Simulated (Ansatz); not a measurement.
A run for Ansatz (a first-principles code): R-B3LYP-D3(BJ)/def2-TZVP on CH2O (SMILES [H]/[C-]=[O+]/[H]).

Ansatz 0.2 input:
```yaml
crystal:
  periodic: [false, false, false]
  atoms:
    - {symbol: C, position_ang: [-0.67750000, -0.04250000, 0.00000000]}
    - {symbol: O, position_ang: [0.64250000, -0.04250000, 0.00000000]}
    - {symbol: H, position_ang: [-0.91750000, 1.03750000, 0.00000000]}
    - {symbol: H, position_ang: [0.95250000, -0.95250000, 0.00000000]}
basis:
  gaussian:
    orbitals: def2-TZVP
hamiltonian:
  xc: b3lyp
  dispersion: d3bj
relax: {f_tol: 0.004, max_steps: 120}
scf: {lower_state_search: off}
```

Task: Predict the final total energy.

Result: -114.4711 hartree.
